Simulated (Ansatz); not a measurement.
CH4BFOS, SMILES `CSB(O)F`. Total charge 0; spin multiplicity 1.

```xyz
9

C     0.224   -1.452   -0.328
S     1.385   -0.092   -0.046
B     0.252    1.267    0.278
O    -1.092    1.100    0.265
F     0.776    2.469    0.536
H     0.824   -2.336   -0.542
H    -0.381   -1.632    0.558
H    -0.421   -1.238   -1.177
H    -1.567    1.915    0.455
```

(1) Give the diagnostics of a CCSD(T)/def2-TZVPP run (frozen core, Ansatz). (Estimate.)

## Answers

(1) Ansatz gave: T1 = 0.0120, largest single amplitude 0.026, largest double 0.027, (T) share of the correlation energy 3.7 %, 9 CCSD cycles. The RHF solution is stable towards an unrestricted one. T1 lies under the customary mark of 0.02 for closed shells.
